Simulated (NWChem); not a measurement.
System: C₃H₄BClO; SMILES C#CB(Cl)OC

```xyz
10

B     -0.1217    -0.1763     0.0000
C     -0.3172    -1.6929     0.0000
C     -0.4486    -2.9019     0.0000
H     -0.5675    -3.9709     0.0000
Cl     1.5350     0.4686     0.0000
O     -1.1893     0.6279     0.0000
C     -1.1948     2.0348     0.0000
H     -1.7332     2.3862    -0.8926
H     -1.7332     2.3862     0.8926
H     -0.1761     2.4498     0.0000
```
Atoms are numbered in this order, from 1.

Computed with NWChem. Coordinates come from a PBE0/def2-SVP optimisation.

Problem. What does the run give for PBE0/aug-pcseg-1? Quantities: highest occupied level (eV); orbital gap (eV); dipole (D).

Solution. The highest occupied level (eV) comes out as -8.27, the orbital gap (eV) is 6.98 and the dipole (D) comes out as 1.23.
